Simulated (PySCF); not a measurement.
## `[C@H](C)(O)C[C@@H](F)Cl`, C4H8ClFO

Geometry (Å), atoms numbered from 1 in this order:
```xyz
15

C    -1.8488   -0.1524   -0.4671
C    -0.5465    0.2452    0.2244
O    -0.4883   -0.2525    1.5475
C     0.6647   -0.3294   -0.5141
C     1.9606    0.1103    0.1401
F     3.0153   -0.5655   -0.3923
Cl    2.2556    1.8512   -0.1160
H    -1.9485   -1.2351   -0.4801
H    -2.7004    0.2687    0.0638
H    -1.8632    0.2172   -1.4879
H    -0.4643    1.3441    0.2408
H    -1.2822    0.0211    2.0194
H     0.6283   -1.4197   -0.4599
H     0.6542   -0.0224   -1.5600
H     1.9592   -0.0728    1.2195
```

Method used: PySCF, TDDFT PBE0/def2-SVPD circular dichroism and optical rotation, one conformer, gas phase. Geometry: GFN2-xTB.

The molecule is flexible and this is one conformer; a measurement averages over conformers. States above about 8.3 eV lie in this functional's continuum (it starts at minus the energy of the highest occupied orbital, well below the true ionisation energy for most functionals) and depend on the basis.

Draw the ECD and absorption spectra from the lowest 8 states, each a Gaussian of half-width 0.35 eV at 1/e height.


```csv
E (eV),λ (nm),Δε (L mol⁻¹ cm⁻¹),ε (L mol⁻¹ cm⁻¹)
6.64,187,-0.38,62.6
6.74,184,-0.79,131
6.84,181,-1.40,232
6.94,179,-2.12,352
7.04,176,-2.77,455
7.14,174,-3.11,506
7.24,171,-3.04,488
7.34,169,-2.56,420
7.44,167,-1.63,345
7.54,164,-0.01,315
7.64,162,+2.84,377
7.74,160,+7.33,563
7.84,158,+13.17,877
7.94,156,+18.94,1300
8.04,154,+22.45,1780
8.14,152,+21.99,2310
8.24,150,+17.53,2880
8.34,149,+10.74,3430
8.44,147,+4.04,3840
```
Δε uses R in velocity form, ε uses f in length form. Only the states computed contribute, so the short-wavelength end is incomplete.

The sign of the CD band at 145 nm isn't settled: the length form gives the opposite one.
